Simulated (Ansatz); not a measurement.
Basis sets compared for the cluster Tl₄Cl₃⁺ (the lowest singlet isomer of a short search). The state is a singlet with charge 1. Geometry PBE-D4/def2-SVP. Ansatz on 4 threads of Intel Xeon on a shared host; times are rough, and most runs start from earlier orbitals.

```csv
atom,x (Å),y (Å),z (Å)
Tl1,-0.9377,0.8741,-1.8489
Tl2,3.0744,0.0846,-0.3829
Tl3,-1.0343,-2.9144,0.2658
Tl4,-0.8809,1.7453,2.4060
Cl5,-2.1076,-0.2683,0.7285
Cl6,0.8905,-1.5260,-1.3880
Cl7,0.9957,2.0047,0.2195
```

In the def2 sets Tl takes a core potential; there is no spin–orbit coupling. The structure comes from a short search, and lower isomers may exist.

| level | functions | energy (Eh) | HOMO (eV) | LUMO (eV) | wall time |
| --- | --- | --- | --- | --- | --- |
| PBE-D4/def2-SVP | 158 | -2069.9935 | -9.88 | -5.72 | 2.1 s |
| PBE0-D4/def2-SVP | 158 | -2069.9564 | -10.92 | -5.04 | 4.7 s |

(1) Estimate the rows for PBE-D4/def2-TZVP (with forces), PBE0-D4/def2-TZVP.

Results:

(1) 
```json
{"level": "PBE-D4/def2-TZVP (with forces)", "functions": "311", "energy (Eh)": "-2070.4779", "HOMO (eV)": "-9.97", "LUMO (eV)": "-5.76", "wall time": "8.5 s"}
{"level": "PBE0-D4/def2-TZVP", "functions": "311", "energy (Eh)": "-2070.4280", "HOMO (eV)": "-11.02", "LUMO (eV)": "-5.08", "wall time": "17 s"}
```
